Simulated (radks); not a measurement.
Bi, 83 electrons, occupied as [Hg] 6p3. All-electron calculation, scalar-relativistic Kohn-Sham, PBEsol, spin-polarised, spherical densities, point nucleus; open shells are filled with parallel spins first (spin-orbit coupling, left out, can overturn this in heavy ions); hard spherical wall at 2.5 bohr. Program: a radial shooting solver on a logarithmic mesh with Libxc functionals.

Radial electron density D(r) = 4 pi r^2 rho(r):

r (bohr)  D(r) (e/bohr)    spin D(r)
0.001174          16.55   -0.0000628
0.001334          19.74   -0.0000670
0.001528          23.72   -0.0000675
0.001737          28.06   -0.0000610
0.00199           33.38   -0.0000414
0.002262          39.08  -0.00000306
0.002591          45.90    0.0000716
0.002945          53.00     0.000192
0.003374          61.20     0.000402
0.003835          69.42     0.000718
0.004393          78.46      0.00124
0.004993          86.98      0.00200
0.00572           95.65      0.00321
0.006502          103.0      0.00491
0.007449          109.5      0.00754
0.008466          113.8       0.0111
0.009699          116.2       0.0164
0.01111           116.2       0.0239
0.01263           114.1       0.0333
0.01447           110.3       0.0462
0.01645           106.5       0.0614
0.01884           103.5       0.0806
0.02141           103.4        0.101
0.02453           107.4        0.122
0.02788           115.5        0.138
0.03195           128.0        0.147
0.03631           141.0        0.143
0.0416            152.5        0.122
0.04728           157.9       0.0870
0.05417           155.6       0.0404
0.06156           146.6      0.00257
0.07053           134.1     -0.00961
0.08016           125.3       0.0221
0.09184           124.5        0.103
0.1044            132.2        0.199
0.1196            143.6        0.269
0.1359            148.7        0.257
0.1557            140.9        0.153
0.1784            120.6       0.0252
0.2028            99.14     -0.00709
0.2323            85.61        0.129
0.264             86.29        0.364
0.3025            95.31        0.539
0.3438            100.5        0.472
0.3939            94.11        0.192
0.4477            77.66      -0.0127
0.5129            57.04        0.140
0.5829            41.96        0.656
0.6678            33.15         1.24
0.759             29.38         1.36
0.8696            26.39        0.858
0.9884            22.78        0.151
1.132             18.58      -0.0921
1.287             15.41        0.647
1.474             13.13         2.23
1.676             10.98         3.46
1.92              7.245         3.18
2.182             2.651         1.34

D(r) has 4 maxima, at r = 0.0103, 0.0488, 0.136, 0.347 bohr, and minima at 0.0202, 0.0868, 0.246 bohr, inside which lie 1.87, 10.97, 30.06 electrons.
